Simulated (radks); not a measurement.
Initial-state core-level shifts of the osmium ion Os+ when its valence configuration changes from [Xe] 4f14 5d6 6s1. Method: Dirac Kohn-Sham, PBEsol, spin-unpolarised, spherical densities, point nucleus; open shells fill j = l - 1/2 first; computed with a radial shooting solver on a logarithmic mesh with Libxc functionals. Shifts are changes of the shell-averaged eigenvalues in eV (positive: less bound).

valence                    2s       2p       3s       3d
4f14 5d6 6p1           -1.245   -1.244   -1.255   -1.252
4f14 5d5 6s2           -3.070   -3.064   -3.036   -3.050
4f13.5 5d6 6s1 6p0.5   -7.974   -7.896   -8.795   -8.711
4f13.5 5d6 6s1.5       -7.342   -7.266   -8.159   -8.076
4f13 5d7 6s1          -11.722  -11.571  -13.421  -13.238
4f14 5d5.5 6s1 6p0.5   -2.130   -2.126   -2.119   -2.125
4f14 5d5 6s1 6p1       -4.315   -4.307   -4.288   -4.301
4f11.5 5d6 6s1 6p2.5  -42.988  -42.561  -47.368  -46.934
4f13 5d6 6s1.5 6p0.5  -15.633  -15.474  -17.299  -17.130
